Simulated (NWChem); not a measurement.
# ZnH₂Se; SMILES [ZnH][SeH]

Results from NWChem. Geometry: optimised at PBE-D3(BJ)/def2-SVP.

Order these by “dipole (D)”, lowest first: TPSS/aug-pcseg-1; TPSS/pcseg-2; TPSS/def2-SVP; TPSS/pcseg-1.

TPSS/aug-pcseg-1 (0.90), TPSS/pcseg-2 (1.03), TPSS/def2-SVP (1.14), TPSS/pcseg-1 (1.21)
